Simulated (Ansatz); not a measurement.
Isolated molecules relaxed with PBE0-D4/def2-TZVP in Ansatz; ΔE leaves out vibrations. CCSD(T)/CBS is the MP2 limit (def2-TZVPP, def2-QZVPP) plus CCSD(T) − MP2 in def2-TZVPP, frozen cores. Functionals use def2-TZVPP. Each species was taken in one conformer, which may not be the lowest.

`N=[C](O)[AlH2]` + `FC1=C(F)C(F)C1` → `N=[C](O)[AlH][F]` + `FC1=CC(F)C1`  (formal exchange of groups at the Al–H bond)

Task: Is it downhill or uphill in electronic energy at CCSD(T)/CBS, and by how much? (Best estimate.)

Result: The calculation gave: Downhill: ΔE = -273.9 kJ/mol.

Task: What do these levels give: revPBE-D4, r2SCAN-D4, PBE0-D4, r2SCAN0-D4, ωB97X-V, ωB97M-V, PBE, r2SCANh, BHLYP, CCSD/def2-SVP, MP2/def2-QZVPP, HF/CBS(def2)? (Estimate.)

Result: Ansatz gave: revPBE-D4 -248.2, r2SCAN-D4 -262.4, PBE0-D4 -253.8, r2SCAN0-D4 -264.7, ωB97X-V -258.3, ωB97M-V -263.3, PBE -249.6, r2SCANh -263.6, BHLYP -268.6, CCSD/def2-SVP -263.5, MP2/def2-QZVPP -284.1, HF/CBS(def2) -268.3 kJ/mol.

Largest T1 diagnostic among the species: 0.015.

From BLYP to BHLYP (50 % exact exchange), in def2-TZVPP and without D4, ΔE moves by −8.0 kJ/mol. At CCSD(T), def2-SVP lies +13.3 kJ/mol from the extrapolated value and def2-TZVPP +5.3 kJ/mol. Leaving LDA and LC-ωPBE aside and taking each functional with its dispersion term where it has one, the values, not all of them listed here, spread over 22.6 kJ/mol, from B2PLYP to revPBE-D4. LDA lies +8.0 kJ/mol from PBE without D4.
